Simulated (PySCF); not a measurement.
# Potential energy of CuB along the bond

Set-up: basis Cu def2-TZVPP, B def2-TZVPP; no relativity; PySCF 2.14. Energies in eV from Cu (3d10 4s1) + B in their ground configurations at the same level. All curves are PBE0. state 1: ¹Σ⁺ (singlet), closed shell; state 2: ³Π (triplet), unpaired electrons σ ↑, π ↑, a second solution, started from another occupation; state 3: Ms = 0 determinant of mixed spin (⟨S²⟩ near 1.0), unpaired electrons σ ↑, π ↓, a second solution, started from another occupation.

| R (Å) | state 1 | state 2 | state 3 |
| --- | --- | --- | --- |
| 1.687 | -1.598 | -1.377 | -1.046 |
| 1.766 | -1.864 | -1.573 | -1.247 |
| 1.844 | -2.010 | -1.659 | -1.339 |
| 1.903 | -2.061 | -1.671 | -1.358 |
| 1.962 | -2.075 | -1.651 | -1.345 |
| 2.021 | -2.059 | -1.606 | -1.309 |
| 2.099 | -2.004 | -1.519 | -1.237 |
| 2.197 | -1.895 | -1.385 | -1.123 |
| 2.315 | -1.729 | -1.208 | -0.973 |
| 2.472 | -1.479 | -0.973 | -0.778 |

Put a parabola through the three lowest points of the state 1 curve and estimate Re, k and ωe (reduced mass 9.37 u; 1 eV/Å² = 0.16022 mdyn/Å; ωe = 1302.8·√(k/μ) cm⁻¹).

Through R = 1.903, 1.962, 2.021 Å the second-order coefficient is 4.31 eV/Å², so Re ≈ 1.960 Å, k ≈ 1.38 mdyn/Å and ωe ≈ 500 cm⁻¹. A polynomial fit of higher order to the unrounded PBE0 energies gives Re = 1.957 Å, k = 1.38 mdyn/Å, ωe = 500 cm⁻¹; anharmonicity and rounding make the difference.

The higher-order fit for each curve: state 1: Re = 1.957 Å, ωe = 500 cm⁻¹, De = 2.07 eV; state 2: Re = 1.893 Å, ωe = 535 cm⁻¹, minimum 1.67 eV below the ground-state fragments; state 3: Re = 1.906 Å, ωe = 507 cm⁻¹, minimum 1.36 eV below the ground-state fragments.
